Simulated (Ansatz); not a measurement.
Born–Oppenheimer molecular dynamics of AlCl2H2N (6 atoms, charge 0, multiplicity 1). It goes on from the last frame of an earlier run, with new velocities.

These are results of RHF/cc-pVDZ (Ansatz 0.2.0), not measurements.

```json
{"ensemble": "NVE (velocity Verlet)", "time step": "1 fs", "steps asked": "166", "starting velocities drawn for": "700 K", "seed": "397678"}
```

First frame:

```xyz
6
Properties=species:S:1:pos:R:3
Al -0.142 -0.051 0.027
Cl -0.341 0.741 2.041
Cl 1.559 -0.248 -1.076
N -1.643 -0.731 -0.814
H -2.581 -1.115 -0.420
H -1.637 -0.608 -1.760
```

Task: How far do the bonds stretch over the last three quarters of this one trajectory? (Pairs bonded in most of those frames.)

Result: 
```csv
bond,mean (Å),spread (Å),shortest,longest
Al1–Cl2,2.129,0.072,2.01,2.24
Al1–Cl3,2.122,0.064,2.02,2.25
Al1–N4,1.769,0.053,1.69,1.86
N4–H5,1.025,0.073,0.91,1.13
N4–H6,1.013,0.056,0.91,1.12
```

Mean temperature of the second half: 941 K. The conserved energy wandered by up to 6.3 meV per atom (net -1.2 meV per atom), which is poor conservation. The kinetic energy rose, since the run started high on the potential surface and went downhill. A run of 0.17 ps of so small a system gives no equilibrium averages.

The run took 4.5 min on 1 thread of Arm Neoverse V1, on a shared host, peak memory 0.15 GiB.
